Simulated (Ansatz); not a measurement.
Cost and result for the atomization energy of `C#C[B]C` radical (8 atoms, 7 bonds).

| atom | x (Å) | y (Å) | z (Å) |
| --- | --- | --- | --- |
| C1 | 1.1670 | -1.8104 | -1.2315 |
| C2 | 0.4410 | -0.9453 | -0.7685 |
| B3 | -0.5139 | 0.0581 | -0.3211 |
| C4 | -0.7143 | 1.0973 | 0.7887 |
| H5 | 1.7918 | -2.5674 | -1.6459 |
| H6 | -0.3714 | 0.7363 | 1.7649 |
| H7 | -0.0690 | 1.9504 | 0.5327 |
| H8 | -1.7313 | 1.4810 | 0.8807 |

Charge 0, multiplicity 2. The structure was optimised at the PBE0-D4/def2-TZVP level. Program: Ansatz. Hardware: A = 2 threads of an AMD EPYC 7R13 on a shared host; B = 2 threads of an AMD EPYC 7R13 on a shared host and a share of an NVIDIA H100 80 GB. Times are those of one run each, without the atoms' runs, and a repeat can differ threefold. Electronic energies, without spin–orbit coupling; frozen cores. CCSD(T)/CBS extrapolates def2-TZVPP and def2-QZVPP, and its time is that of the two runs behind it. T1 = 0.032; ⟨S²⟩ of the reference is 0.91. HSE06 is the plane-wave form, built on full-range PBE exchange.

CCSD(T)/CBS is a level of theory with its own doubt, some kJ/mol a heavy atom from the limit and from the frozen cores, so smaller differences don't rank the functionals.

```csv
level,functions,wall time,atomization (kJ/mol),difference from CCSD(T)/CBS,per bond
BLYP-D4/def2-TZVPP [A],180,3.8 s,3331.1,53.7,7.7
PBE-D4/def2-TZVPP (with forces) [A],180,4 s,3422.6,145.2,20.7
revPBE-D4/def2-TZVPP [A],180,4.1 s,3336.3,58.9,8.4
r2SCAN-D4/def2-TZVPP (with forces) [A],180,7.5 s,3349.5,72.1,10.3
HSE06-D4/def2-TZVPP [A],180,11 s,3356.1,78.7,11.2
r2SCANh-D4/def2-TZVPP [A],180,12 s,3326.3,48.9,7.0
CAM-B3LYP-D4/def2-TZVPP [A],180,16 s,3323.1,45.7,6.5
CCSD(T)/def2-SVP [A],76,20 s,3159.2,-118.2,-16.9
CCSD(T)/def2-TZVPP [B],180,21 s,3203.0,-74.4,-10.6
ωB97X-V/def2-TZVPP [A],180,29 s,3288.0,10.6,1.5
ωB97M-V/def2-TZVPP (with forces) [A],180,40 s,3307.9,30.5,4.4
CCSD(T)/def2-QZVPP [B],348,42 s,3246.7,-30.7,-4.4
CCSD(T)/CBS(def2),–,63 s,3277.4,0.0,0.0
```

From r2SCAN to r2SCAN0 (25 % exact exchange), in def2-TZVPP and without D4, the atomization energy moves by −57.0 kJ/mol: exact exchange takes away binding that semilocal exchange gives to molecules. At CCSD(T), def2-SVP lies −118.2 kJ/mol from the extrapolated value and def2-TZVPP −74.4 kJ/mol: correlation converges slowly with the basis, and small sets miss more of it in the bonded molecule than in its fragments. The D4 term adds +18.6 kJ/mol with B3LYP and +9.7 kJ/mol with PBE0; it sums over pairs of atoms, weighted by their polarisabilities, and B3LYP, whose exchange is more repulsive, gets the larger term.

B3LYP here is the variant with VWN-RPA as its local correlation; programs differ in this.
